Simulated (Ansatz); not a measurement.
A made-up structure of H2SeSO, closed shell:

```
5
angstrom
S -0.1205 -0.0393 0.9534
O -0.9810 -1.2157 0.1739
Se 1.5495 0.3721 0.3424
H -1.3777 -0.6643 -0.5185
H 1.0853 1.3309 -0.6796
```

It is relaxed with PBE-D4/def2-SVP and then PBE0-D4/def2-TZVP (Ansatz 0.2.0). Atoms count as bonded within 1.22 times the sum of their covalent radii (H–H: 0.88 Å). The end point is not checked to be a true minimum.

Does its bonding change? (Judge from chemistry; the calculation decides.)

The calculation gives: No: no bond forms or breaks.

Where it ends: The first stage lowers the energy by 2.06 eV in 11 steps. It ends as H₂SeSO ([OH][S][SeH]):
S1  (-0.280, -0.050, 1.110)
O2  (-0.985, -1.216, 0.177)
Se3  (1.647, 0.366, 0.211)
H4  (-1.455, -0.781, -0.544)
H5  (1.227, 1.465, -0.683)
(Å)

Labels in which every atom is bracketed show which atoms are joined, not bond orders.

For scale, one of the runs: PBE0-D4/def2-TZVP relaxation, 128 basis functions, launched by `ansatz run in.yaml --threads 2 --pin off --events-out ev --progress --plain --max-ram 4352MiB`. The run took about 21 s on 2 CPU threads of an Arm Neoverse V2 (shared host).
